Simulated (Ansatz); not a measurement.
Geometry optimisation, RKS PBE-D4/def2-SVP in Ansatz.

Input file:

```yaml
crystal:
  periodic: [false, false, false]
  atoms:
    - { symbol: Al, position_ang: [-0.040708, -0.391722, 0.103774] }
    - { symbol: F, position_ang: [-0.362966, -0.457823, 1.760349] }
    - { symbol: O, position_ang: [1.6108, -0.36385, -0.327236] }
    - { symbol: H, position_ang: [1.87428, -0.343096, -1.260404] }
    - { symbol: O, position_ang: [-1.28081, -0.563236, -1.056578] }
    - { symbol: H, position_ang: [-2.218232, -0.588936, -0.810428] }
    - { symbol: S, position_ang: [-0.042079, 2.791272, 1.430207] }
    - { symbol: H, position_ang: [1.304442, 2.589323, 1.373081] }
    - { symbol: H, position_ang: [-0.215828, 1.621568, 2.154436] }
basis:
  gaussian: { orbitals: def2-SVP }
hamiltonian:
  xc: pbe
  dispersion: d4
relax:
  f_tol: 0.03
  max_steps: 50
```

Launched with:

```bash
$ ansatz run input.yaml --threads 2 --pin off --max-ram 3072MiB --backend cpu --events-out ev --progress --plain --runs-dir out
```

Task: Where does it end, and by what steps?

Result: The run converged. After 22 steps the energy has fallen by 0.346 eV; H8 moved furthest, 0.98 Å. Joined: Al1–S7 (3.45 → 2.54 Å).

```
step  energy less start (eV)  largest force component (eV/Å)  accepted
   0                  0.0000                           0.651       yes
   1                 -0.1080                           0.530       yes
   2                 -0.1940                           0.565       yes
   3                 -0.2642                           0.344       yes
   4                 -0.2835                           0.354       yes
   5                 -0.2975                           0.145       yes
   6                 -0.3103                           0.202       yes
   7                 -0.3164                           0.239       yes
   8                 -0.3247                           0.170       yes
   9                 -0.3312                           0.169       yes
  10                 -0.3334                           0.364       yes
  11                 -0.3389                           0.151       yes
  12                 -0.3418                           0.068       yes
  13                 -0.3433                           0.052       yes
  14                 -0.3441                           0.059       yes
  15                 -0.3444                           0.050       yes
  16                 -0.3447                           0.049       yes
  17                 -0.3452                           0.090       yes
  18                 -0.3455                           0.056       yes
  19                 -0.3455                           0.063       yes
  20                 -0.3458                           0.039       yes
  21                 -0.3457                           0.111        no
  22                 -0.3460                           0.008       yes
```

```xyz
9
Properties=species:S:1:pos:R:3
Al -0.161 -0.088 0.285
F -0.472 -0.882 1.742
O 1.509 0.226 -0.118
H 1.981 -0.251 -0.819
O -1.258 -0.252 -1.031
H -2.156 -0.584 -0.883
S -0.136 2.294 1.161
H 1.107 1.984 0.629
H 0.214 1.847 2.401
```

Whether the end is a true minimum wasn't checked by a vibrational analysis.

The run took 38 s on 2 threads of Arm Neoverse V2, on a shared host, peak memory 0.15 GiB.
